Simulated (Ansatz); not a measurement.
Geometry optimisation, RKS PBE/6-31G* (Ansatz 0.2.0).

Input:

```yaml
crystal:
  periodic: [false, false, false]
  atoms:
    - { symbol: B, position_ang: [0.153503, 0.542048, -0.246393] }
    - { symbol: F, position_ang: [-0.255899, -0.504944, 2.018391] }
    - { symbol: O, position_ang: [1.395338, -0.018815, -0.421655] }
    - { symbol: H, position_ang: [1.306334, -0.952491, -0.683623] }
    - { symbol: H, position_ang: [-0.885386, 0.048641, -0.61103] }
    - { symbol: "N", position_ang: [0.143473, 1.911226, 0.346356] }
    - { symbol: H, position_ang: [1.020782, 2.416211, 0.464855] }
    - { symbol: H, position_ang: [-0.667887, 2.51579, 0.249493] }
    - { symbol: H, position_ang: [-0.151757, 0.428934, 2.011605] }
basis:
  gaussian: { orbitals: "6-31G*" }
hamiltonian:
  xc: pbe
relax:
  f_tol: 0.03
  max_steps: 50
output:
  orbitals: {}
```

Run as:

```bash
$ ansatz run input.yaml --threads 1 --pin off --max-ram 2048MiB --backend cpu --events-out ev --progress --plain --runs-dir out
```

**Question.** Where does it end, and by what steps?

**Answer.** It converged. After 7 steps the energy has fallen by 0.196 eV; F2 moved furthest, 0.46 Å.

```
step  energy less start (eV)  largest force component (eV/Å)  accepted
   0                  0.0000                           1.841       yes
   1                 -0.1131                           1.342       yes
   2                 -0.1832                           0.354       yes
   3                 -0.1917                           0.256       yes
   4                 -0.1949                           0.142       yes
   5                 -0.1958                           0.071       yes
   6                 -0.1956                           0.111        no
   7                 -0.1961                           0.010       yes
```

```xyz
9
Properties=species:S:1:pos:R:3
B 0.189 0.513 -0.312
F -0.340 -0.179 2.327
O 1.428 -0.041 -0.509
H 1.350 -0.912 -0.939
H -0.832 0.030 -0.734
N 0.132 1.737 0.442
H 0.993 2.255 0.625
H -0.688 2.338 0.379
H -0.174 0.646 1.850
```

Whether the end is a true minimum wasn't checked by a vibrational analysis.

Time of the run: 13 s on 1 thread of Intel(R) Xeon(R) Platinum 8488C (Sapphire Rapids) (shared host), peak memory 0.16 GiB.
